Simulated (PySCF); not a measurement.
PySCF input for SbCl5, SMILES [Cl][Sb]([Cl])([Cl])([Cl])[Cl], TDA-PBE/def2-SVPD. Coordinates come from a PBE0-D3(BJ)/def2-SVP optimisation. The isomer is the one that the SMILES or the coordinates give; other isomers of the formula were not compared. The def2 effective core potentials stand for the cores of Sb; spin–orbit coupling is left out.

```python
import numpy as np
from pyscf import gto, scf, dft, tdscf

mol = gto.M(
    atom='''
    Sb    0.00000000    0.00000000   -0.00000000
    Cl   -2.33356343    0.00000000    0.00000000
    Cl    0.00000000   -0.00000000   -2.36087196
    Cl    0.00000000    0.00000000    2.36087196
    Cl    1.16678171    2.02092521   -0.00000001
    Cl    1.16678171   -2.02092521    0.00000001
    ''',
    basis='def2-SVPD',
    ecp={'Sb': 'def2-svp'},
    charge=0,
    spin=0,
    symmetry=True,
    max_memory=1600,
    verbose=4,
)
mf = dft.RKS(mol, xc='pbe').density_fit(auxbasis='def2-universal-jkfit')
mf.grids.level = 3
mf.conv_tol = 1e-9
mf.max_cycle = 100
mf.kernel()
mf.grids = dft.Grids(mol).set(level=1).build(with_non0tab=True)  # coarser grid for the response kernel
td = tdscf.TDA(mf)
td.singlet = True
td.nstates = 10
td.conv_tol = 1e-4
td.positive_eig_threshold = 1e-6
td.kernel(x0=td.get_init_guess(mf, 15))
td.analyze()
tt = tdscf.TDA(mf)
tt.singlet = False
tt.nstates = 4
tt.conv_tol = 1e-4
tt.positive_eig_threshold = 1e-6
tt.kernel(x0=tt.get_init_guess(mf, 9))
tt.analyze(verbose=3)
```

It prints:

```
PySCF version 2.14.0

[INPUT] verbose = 4
[INPUT] num. atoms = 6
[INPUT] num. electrons = 108
[INPUT] charge = 0
[INPUT] spin (= nelec alpha-beta = 2S) = 0
[INPUT] symmetry True subgroup None
[INPUT] Mole.unit = angstrom
[INPUT] Symbol           X                Y                Z      unit          X                Y                Z       unit  Magmom
[INPUT]  1 Sb     0.000000000000   0.000000000000   0.000000000000 AA    0.000000000000   0.000000000000   0.000000000000 Bohr   0.0
[INPUT]  2 Cl    -2.333563430000   0.000000000000   0.000000000000 AA   -4.409795777001   0.000000000000   0.000000000000 Bohr   0.0
[INPUT]  3 Cl     0.000000000000   0.000000000000  -2.360871960000 AA    0.000000000000   0.000000000000  -4.461401419565 Bohr   0.0
[INPUT]  4 Cl     0.000000000000   0.000000000000   2.360871960000 AA    0.000000000000   0.000000000000   4.461401419565 Bohr   0.0
[INPUT]  5 Cl     1.166781710000   2.020925210000  -0.000000010000 AA    2.204897879052   3.818995165129  -0.000000018897 Bohr   0.0
[INPUT]  6 Cl     1.166781710000  -2.020925210000   0.000000010000 AA    2.204897879052  -3.818995165129   0.000000018897 Bohr   0.0

nuclear repulsion = 863.603631613683
point group symmetry = D3h, use subgroup C2v
symmetry origin: [-2.36215774e-09  0.00000000e+00  0.00000000e+00]
symmetry axis x: [0.00000000e+00 1.00000000e+00 1.35671016e-08]
symmetry axis y: [ 0.00000000e+00 -1.35671016e-08  1.00000000e+00]
symmetry axis z: [ 1.  0. -0.]
num. orbitals of irrep A1 = 66
num. orbitals of irrep A2 = 21
num. orbitals of irrep B1 = 40
num. orbitals of irrep B2 = 40
number of shells = 67
number of NR pGTOs = 292
number of NR cGTOs = 167
basis = def2-SVPD
ecp = {'Sb': 'def2-svp'}


[settings echo left out]
init E= -2514.73100022087
HOMO (B2) = -0.649154465577222  LUMO (A1) = -0.636732733140434  gap/eV = 0.33801
cycle= 1 E= -2536.16811767188  delta_E= -21.4  |g|= 3.85  |ddm|= 14.3
HOMO (A1) = 0.05440669525061  LUMO (B1) = 0.0976576942428089  gap/eV = 1.17692
cycle= 2 E= -2469.4950543444  delta_E= 66.7  |g|= 10.2  |ddm|=  210
HOMO (B2) = -0.433470301499799  LUMO (A1) = -0.405423218533633  gap/eV = 0.76320
cycle= 3 E= -2539.22470406721  delta_E= -69.7  |g|= 1.47  |ddm|=  212
HOMO (B1) = -0.247764106049505  LUMO (A1) = -0.190129652145026  gap/eV = 1.56831
cycle= 4 E= -2538.73719000189  delta_E= 0.488  |g|= 1.74  |ddm|= 4.69
HOMO (A2) = -0.285915968577633  LUMO (A1) = -0.226402547812381  gap/eV = 1.61944
cycle= 5 E= -2539.6305367113  delta_E= -0.893  |g|= 0.554  |ddm|=  3.4
HOMO (B2) = -0.312475833505199  LUMO (A1) = -0.228817683688874  gap/eV = 2.27645
cycle= 6 E= -2539.70079605388  delta_E= -0.0703  |g|= 0.285  |ddm|= 1.39
HOMO (A2) = -0.2911945007154  LUMO (A1) = -0.211817973143715  gap/eV = 2.15995
cycle= 7 E= -2539.72616891781  delta_E= -0.0254  |g|= 0.0305  |ddm|= 0.671
HOMO (B2) = -0.292156582422248  LUMO (A1) = -0.211001320582126  gap/eV = 2.20835
cycle= 8 E= -2539.72645341838  delta_E= -0.000285  |g|= 0.00766  |ddm|= 0.077
HOMO (A2) = -0.29166968606084  LUMO (A1) = -0.21068400153809  gap/eV = 2.20373
cycle= 9 E= -2539.72646855947  delta_E= -1.51e-05  |g|= 0.000908  |ddm|= 0.0129
HOMO (B2) = -0.291709536677079  LUMO (A1) = -0.210769739186484  gap/eV = 2.20248
cycle= 10 E= -2539.7264688744  delta_E= -3.15e-07  |g|= 0.000158  |ddm|= 0.00227
HOMO (A2) = -0.291704532712046  LUMO (A1) = -0.210758033875165  gap/eV = 2.20267
cycle= 11 E= -2539.72646887968  delta_E= -5.28e-09  |g|= 0.000102  |ddm|= 0.000394
HOMO (B2) = -0.291706047002211  LUMO (A1) = -0.210756176806066  gap/eV = 2.20276
cycle= 12 E= -2539.7264688834  delta_E= -3.72e-09  |g|= 7.28e-06  |ddm|= 0.000178
HOMO (B2) = -0.291706600697072  LUMO (A1) = -0.210756703653079  gap/eV = 2.20276
cycle= 13 E= -2539.72646888342  delta_E= -1.55e-11  |g|= 2.02e-06  |ddm|= 1.27e-05
HOMO (B2) = -0.291706403810259  LUMO (A1) = -0.210756709207608  gap/eV = 2.20275
Extra cycle  E= -2539.72646888341  delta_E= 4.55e-12  |g|= 3.06e-06  |ddm|= 8.1e-06
converged SCF energy = -2539.72646888341
tot grids = 39608
Overwritten attributes  positive_eig_threshold  of <class 'pyscf.tdscf.rks.TDA'>


******** <class 'pyscf.tdscf.rks.TDA'> for <class 'pyscf.df.df_jk.DFSymAdaptedRKS'> ********
nstates = 10 singlet
deg_eia_thresh = 1.000e-03
wfnsym = None
conv_tol = 0.0001
eigh lindep = 1e-12
eigh level_shift = 0
eigh max_cycle = 100


Excitation energies (eV)
[2.33332477 2.33334693 2.75111356 2.75113794 3.07663448 3.18363934
 3.66502539 3.66505905 3.81389052 3.8138919 ]

** Singlet excitation energies and oscillator strengths **
Excited State   1:   B2      2.33332 eV    531.36 nm  f=0.0000
      54 -> 55        0.70657
Excited State   2:   A2      2.33335 eV    531.36 nm  f=0.0000
      53 -> 55        0.70657
Excited State   3:   B1      2.75111 eV    450.67 nm  f=0.0051
      52 -> 55       -0.70265
Excited State   4:   A1      2.75114 eV    450.67 nm  f=0.0051
      51 -> 55        0.70265
Excited State   5:   B2      3.07663 eV    402.99 nm  f=0.0266
      50 -> 55        0.69927
Excited State   6:   B1      3.18364 eV    389.44 nm  f=0.0000
      49 -> 55       -0.70645
Excited State   7:   B1      3.66503 eV    338.29 nm  f=0.0228
      48 -> 55        0.69707
Excited State   8:   A1      3.66506 eV    338.29 nm  f=0.0228
      47 -> 55        0.69707
Excited State   9:   B2      3.81389 eV    325.09 nm  f=0.0000
      44 -> 55        0.70572
Excited State  10:   A2      3.81389 eV    325.09 nm  f=0.0000
      45 -> 55       -0.70572

** Transition electric dipole moments (AU) **
state          X           Y           Z        Dip. S.      Osc.
  1         0.0000     -0.0000     -0.0000      0.0000      0.0000
  2         0.0000      0.0000     -0.0000      0.0000      0.0000
  3        -0.0000     -0.2747      0.0000      0.0754      0.0051
  4         0.2747      0.0000     -0.0000      0.0754      0.0051
  5         0.0000      0.0000      0.5942      0.3531      0.0266
  6         0.0000     -0.0000     -0.0000      0.0000      0.0000
  7        -0.0000      0.5041      0.0000      0.2541      0.0228
  8         0.5041      0.0000     -0.0000      0.2541      0.0228
  9         0.0000     -0.0000     -0.0000      0.0000      0.0000
 10        -0.0000     -0.0000      0.0000      0.0000      0.0000

WARN: ECP detected. Skipping calculation of transition velocity and magnetic dipole moments, which have not yet been implemented.



******** <class 'pyscf.tdscf.rks.TDA'> for <class 'pyscf.df.df_jk.DFSymAdaptedRKS'> ********
nstates = 4 triplet
deg_eia_thresh = 1.000e-03
wfnsym = None
conv_tol = 0.0001
eigh lindep = 1e-12
eigh level_shift = 0
eigh max_cycle = 100


Excitation energies (eV)
[2.07918597 2.07924688 2.45537764 2.45538796]

** Triplet excitation energies and oscillator strengths **
Excited State   1:   B2      2.07919 eV    596.31 nm  f=0.0000
Excited State   2:   A2      2.07925 eV    596.29 nm  f=0.0000
Excited State   3:   B1      2.45538 eV    504.95 nm  f=0.0000
Excited State   4:   A1      2.45539 eV    504.95 nm  f=0.0000
```

The calculation finished and met its thresholds.

Cost: around 70 core-seconds (rough).
